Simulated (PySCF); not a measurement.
SMILES C(CC(C)C)C#C, GFN2-xTB optimised geometry.

```
19

C      0.61    -2.41    -2.51
C      0.95    -1.93    -1.47
C      1.36    -1.35    -0.21
C      0.74     0.04     0.00
C     -0.79     0.04     0.00
C     -1.36    -0.71     1.20
C     -1.31     1.48     0.00
H      0.32    -2.82    -3.43
H      2.45    -1.26    -0.20
H      1.07    -2.02     0.60
H      1.10     0.45     0.95
H      1.09     0.70    -0.80
H     -1.14    -0.45    -0.92
H     -1.09    -1.77     1.17
H     -0.99    -0.29     2.13
H     -2.45    -0.65     1.21
H     -0.97     2.00     0.90
H     -2.40     1.50    -0.02
H     -0.94     2.02    -0.87
```

Density from B3LYP/def2-SVP in PySCF at that geometry.

Minimum of the electron density along straight lines between bonded atoms, close to the bond critical point (lines longer than 1.1 times the sum of covalent radii, or with two minima, are not listed):

```
bond    length / Å  ρ at the minimum / e bohr⁻³  ∇²ρ there / e bohr⁻⁵  position (fraction from the first atom)
------  ----------  ---------------------------  --------------------  ---------------------------------------
C1–C2        1.197                            ?                 -1.07                                     0.47
C2–C3        1.449                        0.272                     ?                                     0.53
C3–C4        1.534                        0.241                 -0.55                                     0.51
C4–C5        1.532                        0.245                 -0.56                                     0.51
C5–C6        1.527                        0.246                 -0.56                                     0.50
C5–C7        1.528                        0.245                 -0.56                                     0.50
C1–H8        1.049                        0.294                     ?                                     0.65
C3–H9        1.095                        0.275                 -1.01                                     0.63
C3–H10       1.093                        0.276                 -1.01                                     0.63
C4–H11       1.093                        0.276                 -1.00                                     0.62
C4–H12       1.093                        0.278                 -1.01                                     0.62
C5–H13       1.096                        0.278                 -1.01                                     0.62
C6–H14       1.087                        0.278                 -1.01                                     0.62
C6–H15       1.089                        0.276                 -1.00                                     0.62
C6–H16       1.088                        0.277                 -1.01                                     0.62
C7–H17       1.088                        0.276                 -1.00                                     0.62
C7–H18       1.087                        0.277                 -1.01                                     0.62
C7–H19       1.088                        0.277                 -1.01                                     0.62
```

**Question.** Some entries are withheld; supply them.

**Answer.** 
- C1–C2, ρ at the minimum / e bohr⁻³: 0.403
- C2–C3, ∇²ρ there / e bohr⁻⁵: -0.68
- C1–H8, ∇²ρ there / e bohr⁻⁵: -1.22
